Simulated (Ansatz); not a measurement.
Ansatz (a quantum-chemistry and plane-wave program) input (CCSD(T)/aug-cc-pV(D+d)Z):
A basis named .json is the Basis Set Exchange file of that set.

Ansatz 0.2 input:
```yaml
crystal:
  periodic: [false, false, false]
  atoms:
    - {symbol: Si, position_ang: [0.39735093, 0.01673678, -0.03243247]}
    - {symbol: F, position_ang: [0.71388762, -1.25455577, 0.85024217]}
    - {symbol: F, position_ang: [0.61041922, 1.27616569, 0.89705804]}
    - {symbol: F, position_ang: [1.43733448, 0.08101535, -1.20914561]}
    - {symbol: O, position_ang: [-1.07346929, -0.03193275, -0.65781548]}
    - {symbol: C, position_ang: [-2.31719567, -0.09487611, 0.04155759]}
    - {symbol: H, position_ang: [-3.10872634, -0.12096651, -0.70419930]}
    - {symbol: H, position_ang: [-2.37000816, -0.99686586, 0.65369173]}
    - {symbol: H, position_ang: [-2.44802189, 0.78460868, 0.67434889]}
basis:
  gaussian:
    orbitals: aug-cc-pV_D+d_Z.json
magnetization: {spin_polarized: false}
correlation: {method: ccsd_t, electrons: outside_noble_gas}
output: {forces: true}
```

End of the output:

```
integrals: 0.65 GiB planned
1683 factors; integrals over basis functions are off by at most 5.3e-4 eV
mean field: 1.07 GiB planned
mean field evaluation 1: about -19099.3291 eV, gradient 4.7e1 eV
mean field evaluation 2: about -19099.5113 eV, gradient 4.8e1 eV
mean field evaluation 4: about -19103.3657 eV, gradient 3.1e0 eV
mean field evaluation 8: about -19103.4040 eV, gradient 1.9e-1 eV
mean field evaluation 16: about -19102.0639 eV, gradient 2.6e1 eV
mean field -19103.40413536 eV, -702.0371532220 hartree, gradient 2.3e-6 eV, S^2 0.000000; 0 other end points of the search recorded, 0 dependent functions left out
10 core orbitals not correlated
reference -19103.40413536 eV, -702.0371532220 hartree; 19, 19 occupied and 145, 145 virtual orbitals, 1683 factors
densities: 3.96 GiB planned
second order -28.46425504 eV of doubles, -0.00000000 eV of singles
coupled cluster: 2.18 GiB planned
cycle   1  -28.37983655 eV  change    8.4e-2 eV  update   1.2e-1
cycle   2  -28.98487852 eV  change   -6.1e-1 eV  update   3.2e-2
cycle   3  -29.13400547 eV  change   -1.5e-1 eV  update   1.6e-2
cycle   4  -29.12313014 eV  change    1.1e-2 eV  update   2.6e-3
cycle   5  -29.12061404 eV  change    2.5e-3 eV  update   1.0e-3
cycle   6  -29.12134537 eV  change   -7.3e-4 eV  update   2.7e-4
cycle   7  -29.12132576 eV  change    2.0e-5 eV  update   9.1e-5
cycle   8  -29.12124402 eV  change    8.2e-5 eV  update   2.8e-5
cycle   9  -29.12124335 eV  change    6.7e-7 eV  update   9.9e-6
perturbative correction -0.74222426 eV, -0.0272762386 hartree
the calculation of the forces begins
Total energy: -19133.26760297 eV, -703.1346154146 hartree
Atom 0 at     0.397351     0.016737    -0.032432 Å, force    -0.150781    -0.007643     0.088245 eV/Å
Atom 1 at     0.713888    -1.254556     0.850242 Å, force     0.190567    -0.698137     0.495968 eV/Å
Atom 2 at     0.610419     1.276166     0.897058 Å, force     0.133855     0.692868     0.521568 eV/Å
Atom 3 at     1.437334     0.081015    -1.209146 Å, force     0.555494     0.035057    -0.669626 eV/Å
Atom 4 at    -1.073469    -0.031933    -0.657815 Å, force    -0.380222    -0.002690    -0.728387 eV/Å
Atom 5 at    -2.317196    -0.094876     0.041558 Å, force     0.039130     0.000150     0.088383 eV/Å
Atom 6 at    -3.108726    -0.120967    -0.704199 Å, force    -0.324620    -0.010428    -0.317990 eV/Å
Atom 7 at    -2.370008    -0.996866     0.653692 Å, force    -0.015010    -0.389953     0.256300 eV/Å
Atom 8 at    -2.448022     0.784609     0.674349 Å, force    -0.048413     0.380777     0.265539 eV/Å
Dipole moment:    -0.525528    -0.023029     0.095073 e Å
```
